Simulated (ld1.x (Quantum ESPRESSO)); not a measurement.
**Before and after: PAW potential for silicon (Si)**

silicon, PAW, made with ld1.x (Quantum ESPRESSO) 7.5 (LDA (PZ), scalar-relativistic). Core [Ne], reference 3s2 3p2. Waves: 3s (bound): rcut 1.60, rcutus 1.95 bohr; 3s channel at 2.15 Ry: rcut 1.60, rcutus 1.95 bohr; 3p (bound): rcut 1.55, rcutus 2.15 bohr; 3p channel at 4.9 Ry: rcut 1.55, rcutus 2.15 bohr. Local part: all-electron potential smoothed inside 1.60 bohr (lloc = -1). Core correction: Bessel-smoothed model core, default radius (core density twice the valence density). Augmentation charge: PSQ, inside the norm-conserving radii.

All-electron outer shells of the reference configuration (LDA (PZ), scalar-relativistic, ld1.x):

| shell | level (eV) | outermost node (bohr) | outermost maximum (bohr) |
| --- | --- | --- | --- |
| 2s | -138.73 | 0.15 | 0.45 |
| 2p | -95.60 | – | 0.39 |
| 3s | -10.88 | 0.72 | 1.77 |
| 3p | -4.17 | 0.72 | 2.14 |

Change: local potential all-electron potential smoothed inside 0.88 bohr (lloc = -1).

Cutoffs: the cutoffs (Ry, on a coarse ladder) from which the occupation-weighted sum of valence levels, in a spherical-Bessel basis at the reference potential, stays within 10 and 1 mRy of its value at 400 Ry; they do not see the model core or the augmentation charge, which bear on the density cutoff. Errors are all-electron minus pseudo energies relative to the spin-unpolarised reference configuration.

Question: What does the change do?

Answer: The potential gets neither clearly harder nor softer (8 Ry and 15 Ry → 8 Ry and 15 Ry); the errors of the 9 common tests hardly move; the range in which the s phases agree narrows (upper end 4.4 → 0.8); neither file shows a bound ghost.

```tsv
quantity	base	changed
cutoff, loose	8 Ry	8 Ry
cutoff, tight	15 Ry	15 Ry
bound ghosts	none	none
error for 3s2 3p1, meV [ΔE 7.83 eV]	-1.1	-1.1
error for 3s2 3p0, meV [ΔE 23.94 eV]	-13	-12
error for 3s1 3p0, meV [ΔE 58.09 eV]	-72	-64
error for 3s2 3p2.3, meV [ΔE -0.96 eV]	0.0	0.0
error for 3s2 3p1.5, meV [ΔE 2.96 eV]	-0.2	-0.2
error for 3s1 3p3, meV [ΔE 6.81 eV]	-0.7	-0.7
error for 3s0 3p4, meV [ΔE 13.78 eV]	-2.2	-2.3
error for 3s2 3p2 (spin-polarised), meV [ΔE -0.61 eV]	-0.5	-0.4
error for 3s2 3p1 (spin-polarised), meV [ΔE 7.62 eV]	-1.3	-1.3
s: phases at 2.35 bohr within 0.05 rad from the reference energy up to (Ry; the scan ends near 5)	4.4	0.8
p: phases at 2.35 bohr within 0.05 rad from the reference energy up to (Ry; the scan ends near 5)	to the end of the scan	to the end of the scan
lowest overlap eigenvalue by channel	s 0.46, p 0.66	s 0.32, p 0.53
```
